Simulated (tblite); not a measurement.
Record of a relaxation.

Species: C₄H₁₄B₃N.
SMILES with atom numbers: `[BH2:1][N:2]([BH2:3])[BH:4][C:5]([CH3:6])([CH3:7])[CH3:8]` (hydrogens: H9, H10 on B1; H11, H12 on B3; H13 on B4; H14, H15, H16 on C6; H17, H18, H19 on C7; H20, H21, H22 on C8)

Computed with GFN2-xTB (tblite), gas phase: L-BFGS steps from a force-field or distance-geometry start until the largest atomic force falls under 0.01 eV/Å. 7 of its 130 geometries are shown.

Step 0: E = -607.3967 eV, largest atomic force 4.721 eV/Å
```
atom  x, y, z in Å  |  force x, y, z in eV/Å
B1      2.426    1.494   -0.018   -2.355  -0.251   2.323
N2      1.644    0.275    0.467    2.952  -0.532  -3.646
B3      2.675   -0.870    0.580   -1.990   1.390   0.912
B4      0.617   -0.079   -0.604    0.690  -1.501   2.013
C5     -0.938   -0.116   -0.231    0.618   0.772  -0.519
C6     -1.079   -0.521    1.224    0.418  -0.264   0.985
C7     -1.641   -1.089   -1.161   -0.293  -0.403  -0.221
C8     -1.577    1.246   -0.383   -1.410   1.067   0.887
H9      1.887    2.240   -0.776    0.367  -0.566  -0.236
H10     3.050    2.046    0.832    0.421  -0.548  -0.539
H11     3.717   -0.651    1.051    0.054   0.061  -0.085
H12     2.280   -1.991    0.453    0.240   0.597  -0.107
H13     0.965   -0.944   -1.333    0.052   0.703  -0.523
H14    -0.602   -1.519    1.378   -0.545   0.748   0.105
H15    -0.540    0.226    1.861   -0.475  -0.733  -0.436
H16    -2.148   -0.528    1.520    0.657  -0.245  -0.107
H17    -1.146   -2.064   -0.987   -0.669   0.339  -0.529
H18    -1.503   -0.732   -2.206   -0.111  -0.601   0.661
H19    -2.733   -1.147   -0.954    0.764  -0.103  -0.081
H20    -2.122    1.336   -1.330    0.481   0.235   0.167
H21    -0.888    2.089   -0.208   -0.251  -0.398  -0.325
H22    -2.354    1.320    0.423    0.386   0.233  -0.699
```

Step 22: E = -609.2566 eV, largest atomic force 0.240 eV/Å
```
atom  x, y, z in Å  |  force x, y, z in eV/Å
B1      2.179    1.571    0.090    0.064  -0.064  -0.047
N2      1.796    0.209    0.011    0.017   0.021  -0.013
B3      2.562   -0.770    0.696   -0.052   0.014   0.006
B4      0.669   -0.258   -0.780   -0.034   0.063   0.113
C5     -0.838   -0.179   -0.245   -0.109   0.066   0.030
C6     -0.989   -0.575    1.224    0.036  -0.074   0.225
C7     -1.733   -1.116   -1.058   -0.069  -0.100  -0.130
C8     -1.397    1.245   -0.395   -0.107   0.162  -0.023
H9      1.614    2.398   -0.511   -0.117   0.017  -0.087
H10     3.117    1.855    0.728   -0.026   0.054   0.047
H11     3.443   -0.412    1.364    0.159   0.005   0.122
H12     2.318   -1.909    0.614   -0.131  -0.116  -0.102
H13     0.859   -0.742   -1.834    0.148   0.059  -0.001
H14    -0.545   -1.548    1.409    0.079  -0.101   0.035
H15    -0.523    0.144    1.891    0.128   0.077  -0.011
H16    -2.046   -0.634    1.482   -0.007   0.007   0.017
H17    -1.393   -2.141   -0.940   -0.086  -0.086  -0.020
H18    -1.683   -0.858   -2.111   -0.028  -0.045  -0.115
H19    -2.772   -1.045   -0.740    0.028  -0.030   0.035
H20    -1.689    1.427   -1.425    0.075   0.084  -0.062
H21    -0.671    1.999   -0.099   -0.044  -0.036   0.050
H22    -2.288    1.356    0.228    0.076   0.021  -0.071
```

Step 43: E = -609.3392 eV, largest atomic force 0.082 eV/Å
```
atom  x, y, z in Å  |  force x, y, z in eV/Å
B1      2.131    1.586    0.071   -0.008  -0.004   0.016
N2      1.775    0.215    0.021    0.037   0.019  -0.004
B3      2.473   -0.797    0.728   -0.004   0.012  -0.029
B4      0.665   -0.217   -0.818    0.053   0.025   0.001
C5     -0.827   -0.209   -0.248    0.016  -0.021   0.028
C6     -0.888   -0.577    1.240   -0.005  -0.015   0.046
C7     -1.760   -1.142   -1.029   -0.019  -0.019  -0.018
C8     -1.358    1.228   -0.417   -0.010  -0.005  -0.004
H9      1.554    2.359   -0.601    0.049  -0.031   0.007
H10     2.995    1.946    0.776   -0.033  -0.071  -0.025
H11     3.354   -0.507    1.444   -0.044   0.004  -0.034
H12     2.163   -1.920    0.572    0.020   0.034   0.030
H13     0.885   -0.542   -1.925    0.013   0.024   0.006
H14    -0.463   -1.564    1.409    0.005  -0.033  -0.015
H15    -0.325    0.134    1.840    0.013   0.028  -0.005
H16    -1.918   -0.588    1.593   -0.033   0.031  -0.006
H17    -1.473   -2.182   -0.901    0.043  -0.020   0.020
H18    -1.729   -0.908   -2.089   -0.004  -0.011  -0.053
H19    -2.786   -1.026   -0.686   -0.047  -0.018   0.029
H20    -1.387    1.495   -1.470   -0.008   0.046  -0.022
H21    -0.725    1.940    0.104   -0.017   0.008   0.027
H22    -2.367    1.297   -0.014   -0.016   0.016   0.003
```

Step 64: E = -609.3496 eV, largest atomic force 0.041 eV/Å
```
atom  x, y, z in Å  |  force x, y, z in eV/Å
B1      2.162    1.571    0.063   -0.005  -0.025  -0.005
N2      1.776    0.209    0.010   -0.013  -0.020   0.001
B3      2.456   -0.805    0.731   -0.017  -0.001   0.015
B4      0.657   -0.178   -0.837   -0.001  -0.001  -0.011
C5     -0.831   -0.204   -0.253    0.013  -0.019   0.006
C6     -0.882   -0.562    1.238   -0.002   0.003   0.017
C7     -1.747   -1.171   -1.019    0.009   0.008   0.002
C8     -1.383    1.228   -0.418    0.007  -0.030   0.006
H9      1.639    2.348   -0.642   -0.018   0.018  -0.010
H10     2.996    1.907    0.809    0.028  -0.010  -0.003
H11     3.340   -0.515    1.440   -0.004   0.004  -0.013
H12     2.133   -1.927    0.602   -0.010   0.013  -0.010
H13     0.853   -0.428   -1.968    0.031   0.027  -0.002
H14    -0.504   -1.568    1.402   -0.011  -0.006   0.005
H15    -0.274    0.126    1.819    0.016   0.010   0.014
H16    -1.905   -0.513    1.608   -0.025  -0.010   0.006
H17    -1.412   -2.198   -0.889    0.010   0.022  -0.003
H18    -1.747   -0.945   -2.083   -0.005   0.011   0.014
H19    -2.771   -1.098   -0.651    0.017  -0.003  -0.008
H20    -1.344    1.546   -1.458   -0.004  -0.014  -0.006
H21    -0.803    1.927    0.179    0.009   0.024  -0.014
H22    -2.418    1.266   -0.084   -0.024  -0.001  -0.002
```

Step 86: E = -609.3573 eV, largest atomic force 0.023 eV/Å
```
atom  x, y, z in Å  |  force x, y, z in eV/Å
B1      2.232    1.553    0.046   -0.009  -0.006   0.013
N2      1.783    0.209    0.016    0.000  -0.003  -0.008
B3      2.415   -0.825    0.749    0.005  -0.001  -0.014
B4      0.643   -0.106   -0.831    0.012  -0.002  -0.019
C5     -0.836   -0.199   -0.236    0.013   0.009   0.002
C6     -0.894   -0.547    1.256   -0.004   0.008   0.001
C7     -1.705   -1.199   -1.012    0.007   0.010  -0.002
C8     -1.428    1.214   -0.432   -0.008   0.003   0.004
H9      1.703    2.353   -0.630    0.019   0.001   0.002
H10     3.115    1.849    0.754   -0.006   0.004  -0.010
H11     3.333   -0.570    1.427    0.002  -0.002   0.014
H12     2.031   -1.929    0.646   -0.016   0.002  -0.002
H13     0.815   -0.218   -1.988    0.010   0.008   0.012
H14    -0.549   -1.566    1.422    0.007   0.021   0.004
H15    -0.262    0.123    1.835    0.000  -0.003  -0.008
H16    -1.914   -0.466    1.631   -0.006  -0.008  -0.016
H17    -1.296   -2.203   -0.928   -0.017  -0.001   0.008
H18    -1.743   -0.934   -2.065   -0.008  -0.010  -0.014
H19    -2.723   -1.208   -0.622    0.007   0.000   0.008
H20    -1.398    1.506   -1.480    0.002  -0.011   0.011
H21    -0.866    1.947    0.143   -0.014  -0.007  -0.001
H22    -2.466    1.234   -0.102    0.004  -0.012   0.013
```

Step 108: E = -609.3608 eV, largest atomic force 0.044 eV/Å
```
atom  x, y, z in Å  |  force x, y, z in eV/Å
B1      2.296    1.537    0.044   -0.005   0.006   0.001
N2      1.788    0.214    0.012    0.011  -0.002  -0.012
B3      2.368   -0.847    0.750   -0.008  -0.002   0.015
B4      0.641   -0.051   -0.841   -0.007   0.028   0.002
C5     -0.832   -0.184   -0.239   -0.030  -0.014  -0.025
C6     -0.878   -0.523    1.255    0.000  -0.003   0.000
C7     -1.674   -1.216   -1.005   -0.019  -0.019   0.005
C8     -1.481    1.202   -0.437    0.015   0.001   0.011
H9      1.813    2.360   -0.639   -0.002  -0.007  -0.001
H10     3.181    1.798    0.763    0.001  -0.006   0.001
H11     3.291   -0.634    1.437   -0.013  -0.014  -0.011
H12     1.929   -1.931    0.644    0.026   0.002  -0.001
H13     0.800   -0.084   -2.004    0.004   0.001   0.002
H14    -0.478   -1.518    1.433    0.010  -0.010   0.006
H15    -0.288    0.186    1.830    0.012   0.013   0.007
H16    -1.902   -0.498    1.624   -0.016   0.003  -0.015
H17    -1.248   -2.212   -0.899   -0.008   0.033  -0.013
H18    -1.715   -0.970   -2.065    0.005  -0.024   0.037
H19    -2.692   -1.237   -0.617    0.020  -0.006  -0.019
H20    -1.487    1.488   -1.487    0.002  -0.019   0.015
H21    -0.933    1.958    0.121   -0.015   0.026   0.002
H22    -2.510    1.182   -0.080    0.017   0.013  -0.006
```

Step 129: E = -609.3624 eV, largest atomic force 0.009 eV/Å
```
atom  x, y, z in Å  |  force x, y, z in eV/Å
B1      2.347    1.511    0.045   -0.004   0.005   0.002
N2      1.790    0.207    0.011    0.001   0.000  -0.004
B3      2.340   -0.877    0.741    0.002  -0.001  -0.001
B4      0.631    0.008   -0.841   -0.006  -0.001   0.004
C5     -0.838   -0.164   -0.235    0.001  -0.002   0.004
C6     -0.876   -0.496    1.261    0.001   0.001  -0.002
C7     -1.640   -1.232   -0.994    0.004   0.001  -0.001
C8     -1.530    1.200   -0.443   -0.001  -0.006   0.001
H9      1.901    2.347   -0.647    0.000   0.000   0.006
H10     3.233    1.743    0.772    0.002  -0.005   0.005
H11     3.253   -0.693    1.447    0.007  -0.001  -0.002
H12     1.897   -1.954    0.600   -0.001  -0.002  -0.002
H13     0.773    0.057   -2.006    0.000  -0.002   0.000
H14    -0.425   -1.467    1.449    0.001   0.006   0.006
H15    -0.331    0.248    1.837   -0.001   0.002  -0.004
H16    -1.905   -0.524    1.618    0.005   0.006   0.000
H17    -1.185   -2.212   -0.863   -0.003  -0.006   0.001
H18    -1.672   -1.011   -2.057   -0.003   0.005  -0.004
H19    -2.662   -1.277   -0.620    0.000  -0.001  -0.001
H20    -1.566    1.460   -1.498    0.002   0.001  -0.007
H21    -0.996    1.986    0.086    0.000  -0.001   0.000
H22    -2.550    1.160   -0.064   -0.007   0.000   0.000
```

Problem. Summarise the path.

Solution. The energy falls by 45.33 kcal/mol from step 0 to step 129; nine tenths of that is first reached at step 16. It falls at every step. The largest force goes from 4.721 to 0.009 eV/Å. Among the bonds N2–B3 changes most, from 1.544 to 1.417 Å; the atoms move by 0.424 Å rms after alignment.

Problem. Follow the three bonds and two angles with the largest change from start to end.

Solution. 
| step | E above end (kcal/mol) | largest force (eV/Å) | N2–B3 (Å) | B1–N2 (Å) | N2–B4 (Å) | B1–N2–B3 (°) | B3–N2–B4 (°) |
| --- | --- | --- | --- | --- | --- | --- | --- |
| 0 | 45.33 | 4.721 | 1.544 | 1.528 | 1.525 | 105.8 | 109.2 |
| 6 | 9.47 | 0.411 | 1.428 | 1.427 | 1.463 | 122.5 | 112.3 |
| 11 | 6.46 | 0.318 | 1.418 | 1.411 | 1.454 | 120.3 | 115.5 |
| 17 | 3.93 | 0.253 | 1.425 | 1.420 | 1.454 | 120.8 | 116.3 |
| 22 | 2.44 | 0.240 | 1.419 | 1.418 | 1.454 | 119.3 | 117.4 |
| 28 | 1.48 | 0.143 | 1.418 | 1.414 | 1.456 | 121.0 | 117.0 |
| 34 | 1.13 | 0.097 | 1.420 | 1.417 | 1.458 | 121.9 | 116.7 |
| 39 | 0.77 | 0.113 | 1.418 | 1.416 | 1.458 | 123.3 | 116.6 |
| 45 | 0.50 | 0.042 | 1.417 | 1.415 | 1.454 | 123.5 | 116.6 |
| 50 | 0.42 | 0.059 | 1.416 | 1.415 | 1.454 | 122.8 | 117.4 |
| 56 | 0.35 | 0.043 | 1.416 | 1.415 | 1.454 | 122.6 | 117.8 |
| 62 | 0.31 | 0.037 | 1.417 | 1.416 | 1.455 | 122.5 | 118.2 |
| 67 | 0.25 | 0.087 | 1.417 | 1.417 | 1.457 | 122.5 | 119.0 |
| 73 | 0.17 | 0.033 | 1.416 | 1.417 | 1.455 | 122.7 | 119.5 |
| 79 | 0.15 | 0.026 | 1.416 | 1.417 | 1.454 | 122.7 | 119.7 |
| 84 | 0.13 | 0.033 | 1.417 | 1.417 | 1.454 | 122.6 | 119.7 |
| 90 | 0.11 | 0.031 | 1.417 | 1.417 | 1.453 | 122.7 | 119.6 |
| 95 | 0.08 | 0.042 | 1.417 | 1.417 | 1.454 | 122.9 | 119.4 |
| 101 | 0.06 | 0.017 | 1.417 | 1.417 | 1.453 | 122.9 | 119.4 |
| 107 | 0.05 | 0.039 | 1.417 | 1.417 | 1.453 | 122.8 | 119.4 |
| 112 | 0.02 | 0.022 | 1.418 | 1.418 | 1.453 | 122.4 | 120.0 |
| 118 | 0.01 | 0.012 | 1.418 | 1.418 | 1.453 | 122.3 | 120.1 |
| 123 | 0.00 | 0.015 | 1.418 | 1.418 | 1.453 | 122.5 | 120.3 |
| 129 | 0.00 | 0.009 | 1.417 | 1.418 | 1.452 | 122.6 | 120.4 |

What follows is the cost of the whole relaxation. Hardware: one thread, Intel Xeon at 2.50 GHz (x86_64) (shared host). Cost: 2.8 s.
